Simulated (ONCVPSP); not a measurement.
Before and after: ONCV potential for Xe

ONCVPSP 4.0.1 input, shortened (lines: element, Z, core and valence counts, functional; n l f; lmax; l rc ep ncon nbas qcut; lloc lpopt rc5 dvloc0; l nproj debl; icmod fcfact rcfact), LDA (Perdew-Wang 92), scalar-relativistic:

```
  Xe 54.00    8    3  -001012      upf
    1    0    2.00
    2    0    2.00
    2    1    6.00
    3    0    2.00
    3    1    6.00
    3    2   10.00
    4    0    2.00
    4    1    6.00
    4    2   10.00
    5    0    2.00
    5    1    6.00
    2
    0    1.40    0.00    4    9    3.70
    1    1.95    0.00    4    8    4.40
    2    1.00    0.00    5    9   13.00
    4    5    0.95    4.00
    0    2    2.80
    1    3    0.40
    2    2    2.90
    3    4.00    1.55
```

Change: p: qcut 3.2.

Cutoffs: the cutoffs (Ha) at which the residual kinetic energy of the hardest occupied pseudo-wave falls to 1 and 0.1 mHa per electron; they do not see the model core or the augmentation charge, which bear on the density cutoff. Errors are all-electron minus pseudo energies relative to the spin-unpolarised reference configuration.

Question: Predict the effect on cutoff, ghosts and configuration errors.

Answer: The potential gets neither clearly harder nor softer (62 Ha and 121 Ha → 62 Ha and 121 Ha); both files keep a bound ghost (p, s); of the 4 tests that both files solve, the error grows in 2 and shrinks in 0 by more than 15 % and 0.3 meV (median size 3.7 → 5.7 meV).

```csv
quantity,base,changed
"cutoff, loose",62 Ha,62 Ha
"cutoff, tight",121 Ha,121 Ha
loose cutoff by channel,"s 62 Ha, p 9.1 Ha, d 62 Ha","s 62 Ha, p 26 Ha, d 62 Ha"
bound ghosts,"s, p","s, p"
GHOST(+) flags under 300 eV,"p at 32.5 eV, s at 206.1 eV","p at 32.1 eV, s at 206.1 eV"
"error for 4d10 5s2 5p5, meV [ΔE 12.70 eV]",-3.3,-3.5
"error for 4d10 5s2 5p4, meV [ΔE 34.64 eV]",-6.0,-7.9
"error for 4d10 5s2 5p3, meV [ΔE 66.60 eV]",-4.1,-11
"error for 4d10 5s2 5p5.5, meV [ΔE 5.25 eV]",-1.5,-1.6
s: phases at 1.42 bohr within 0.05 rad from the reference energy up to (Ha; the scan ends near 5),to the end of the scan,to the end of the scan
p: phases at 1.98 bohr within 0.05 rad from the reference energy up to (Ha; the scan ends near 5),4.5,4.5
d: phases at 1.02 bohr within 0.05 rad from the reference energy up to (Ha; the scan ends near 5),to the end of the scan,to the end of the scan
"rms error of d²Exc/dni dnj with the model core, mHa",0.47,0.46
```

 A true bound ghost makes a file unfit for plane-wave use even where its test errors are small: the radial tests pick states by their node count and pass the ghost by.
